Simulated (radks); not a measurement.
Problem. Neutral cobalt: order these configurations by energy. All-electron calculation, Dirac Kohn-Sham, PBE, spin-unpolarised, spherical densities, finite nucleus; Fermi nuclear charge, rms radius of each element as measured or else 0.836 A^(1/3) + 0.57 fm. Program: a radial shooting solver on a logarithmic mesh with Libxc functionals. Sub-shells are occupied by j as written (lower j first in brackets). [Ar] 3d(3/2: 3, 5/2: 4) 4s1 4p(1/2: 1, 3/2: 0); [Ar] 3d(3/2: 3, 5/2: 4) 4s2; [Ar] 3d(3/2: 4, 5/2: 2) 4s2 4p(1/2: 1, 3/2: 0); [Ar] 3d(3/2: 4, 5/2: 3) 4s1 4p(1/2: 1, 3/2: 0); [Ar] 3d(3/2: 4, 5/2: 3) 4s2; [Ar] 3d(3/2: 4, 5/2: 4) 4s1.

Solution. From the lowest, in eV above it: [Ar] 3d(3/2: 4, 5/2: 4) 4s1 0.000; [Ar] 3d(3/2: 4, 5/2: 3) 4s2 1.111; [Ar] 3d(3/2: 3, 5/2: 4) 4s2 1.304; [Ar] 3d(3/2: 4, 5/2: 3) 4s1 4p(1/2: 1, 3/2: 0) 5.422; [Ar] 3d(3/2: 3, 5/2: 4) 4s1 4p(1/2: 1, 3/2: 0) 5.615; [Ar] 3d(3/2: 4, 5/2: 2) 4s2 4p(1/2: 1, 3/2: 0) 10.608.
